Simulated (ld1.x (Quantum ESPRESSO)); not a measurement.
# What the settings do to the TM potential of Be

Base potential:

| Item | Value |
| --- | --- |
| Element | Be |
| Generator | ld1.x (Quantum ESPRESSO) 7.5 |
| Type | norm-conserving Troullier–Martins (Kleinman–Bylander form) |
| Functional | PBE |
| Relativity | non-relativistic |
| Frozen core | none |
| Valence charge | 4 |
| Reference configuration | 1s2 2s2 2p0 |
| Partial waves | 1s (bound): rc 0.30 bohr; 2p (bound, empty): rc 3.65 bohr; 3d channel at 0.45 Ry: rc 3.85 bohr |
| Local potential | all-electron potential smoothed inside 1.85 bohr (lloc = -1) |
| Core correction | none |

Occupied shells without a wave of their own: 2s. They enter only through the test configuration that unscreens the potential.

Cutoffs, loose and tight: the cutoffs (Ry, on a coarse ladder) from which the occupation-weighted sum of valence levels, in a spherical-Bessel basis at the reference potential, stays within 10 and 1 mRy of its value at 400 Ry. They do not see the model core or the augmentation charge, which bear on the density cutoff. Test errors are all-electron minus pseudo excitation energies from the reference, over the configurations 1s2 2s1 2p0; 1s2 2s0 2p0; 1s2 2s1.5 2p0; 1s2 2s0 2p2; 1s2 2s0 2p1; 1s1 2s2 2p0; 1s2 2s1 2p1. A dash means not determined; rows that change the core or the reference have their own tests. The largest error is taken over the tests solved by every variant that gives reliable tests at all: 1s1 2s2 2p0; 1s2 2s0 2p0; 1s2 2s0 2p1; 1s2 2s0 2p2; 1s2 2s1 2p0; 1s2 2s1 2p1.

Cutoffs are not given where the Bessel-basis levels miss the radial ones by over 6 mRy, ghosts where they miss by over 20 mRy; a channel whose overlap is not positive is not tested.

| change | outcome | cutoff, loose | cutoff, tight | bound ghosts | largest test error (meV) |
| --- | --- | --- | --- | --- | --- |
| base | generated, misses its reference levels by 0.66 eV | – | – | not determined | +2517 |
| all radii scaled by about 0.81 (s 0.24, p 2.96, d 3.12 bohr); local potential all-electron potential smoothed inside 1.50 bohr (lloc = -1) | generated, misses its reference levels by 0.42 eV | – | – | not determined | +1644 |
| all radii scaled by about 0.91 (s 0.28, p 3.32, d 3.50 bohr); local potential all-electron potential smoothed inside 1.68 bohr (lloc = -1) | generated, misses its reference levels by 0.53 eV | – | – | not determined | +2057 |
| all radii scaled by about 1.04 (s 0.32, p 3.80, d 4.02 bohr); local potential all-electron potential smoothed inside 1.92 bohr (lloc = -1) | generated, misses its reference levels by 0.71 eV | – | – | not determined | +2729 |
| all radii scaled by about 1.16 (s 0.34, p 4.24, d 4.48 bohr); local potential all-electron potential smoothed inside 2.16 bohr (lloc = -1) | generated, misses its reference levels by 0.84 eV | – | – | not determined | +3212 |
| all radii scaled by about 1.26 (s 0.38, p 4.60, d 4.86 bohr); local potential all-electron potential smoothed inside 2.34 bohr (lloc = -1) | generated, misses its reference levels by 0.98 eV | – | – | none | +3700 |
| all radii scaled by about 1.32 (s 0.40, p 4.80, d 5.08 bohr); local potential all-electron potential smoothed inside 2.44 bohr (lloc = -1) | generated, misses its reference levels by 1.08 eV | – | – | none | +4098 |
| all radii scaled by about 1.40 (s 0.42, p 5.10, d 5.38 bohr); local potential all-electron potential smoothed inside 2.58 bohr (lloc = -1) | generated, misses its reference levels by 1.21 eV | over 300 Ry | over 300 Ry | none | +4547 |

Problem. What comes out with this change to the base: all radii scaled by about 1.12 (s 0.34, p 4.08, d 4.30 bohr); local potential all-electron potential smoothed inside 2.08 bohr (lloc = -1)?

Solution. outcome: generated, misses its reference levels by 0.81 eV; bound ghosts: not determined; largest test error (meV): +3077.

Problem. What comes out with this change to the base: all radii scaled by about 0.76 (s 0.22, p 2.78, d 2.92 bohr); local potential all-electron potential smoothed inside 1.40 bohr (lloc = -1)?

Solution. outcome: generated, misses its reference levels by 0.46 eV; bound ghosts: not determined; largest test error (meV): +1800.
